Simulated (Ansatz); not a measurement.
Consider the atomization: `CC(C)[NH][Al]([F])[F]` → Al• + 3 C• + 2 F• + 8 H• + N•.

Isolated molecules relaxed with PBE0-D4/def2-TZVP in Ansatz; ΔE leaves out vibrations. CBS: MP2 limit from def2 TZ/QZ plus the TZ coupled-cluster correction, frozen cores. This one scheme is used for every species, atoms too. DFT in def2-TZVPP. B3LYP here is the variant with VWN-RPA as its local correlation; programs differ in this. Open shells (•) are unrestricted, without spin–orbit coupling. Spin–orbit coupling would lower the free atoms: a little for Al, C, F. One conformer a species, not always the lowest.

```csv
level,ΔE (kcal/mol),difference from CCSD(T)/CBS
PBE-D4,1463.3,19.9
r2SCAN-D4,1441.1,-2.3
PBE0-D4,1438.3,-5.1
B3LYP-D4,1438.0,-5.4
ωB97X-V,1441.7,-1.7
ωB97M-V,1442.7,-0.7
B2PLYP,1426.7,-16.7
PBE,1455.7,12.3
r2SCAN,1439.1,-4.3
PBE0,1431.8,-11.6
B3LYP,1425.8,-17.6
HF/def2-TZVPP,1066.3,-377.1
MP2/def2-TZVPP,1436.1,-7.3
SCS-MP2/def2-TZVPP,1425.5,-17.9
CCSD/def2-TZVPP,1387.2,-56.2
CCSD(T)/def2-TZVPP,1406.4,-37.0
HF/def2-QZVPP,1069.4,-374.0
MP2/def2-QZVPP,1458.4,15.0
SCS-MP2/def2-QZVPP,1450.3,6.9
HF/CBS(def2),1069.8,-373.6
MP2/CBS(def2),1473.1,29.7
CCSD/CBS(def2),1424.2,-19.2
CCSD(T)/CBS,1443.4,0
```

Largest T1 diagnostic among the species: 0.018.

In def2-TZVPP, CCSD(T) changes the Hartree–Fock value by +340.1 kcal/mol (the triples alone add +19.2 kcal/mol) and MP2 by +369.8 kcal/mol; breaking electron pairs costs correlation energy, which Hartree–Fock lacks. The D4 term adds +12.2 kcal/mol with B3LYP and +6.5 kcal/mol with PBE0; it sums over pairs of atoms, weighted by their polarisabilities, and B3LYP, whose exchange is more repulsive, gets the larger term.

For atomizations the MP2-based limit and the directly extrapolated one differ by several kJ/mol either way, and by 10 to 25 for some Ge, Se and Sn compounds, so smaller differences from it don't rank the levels.
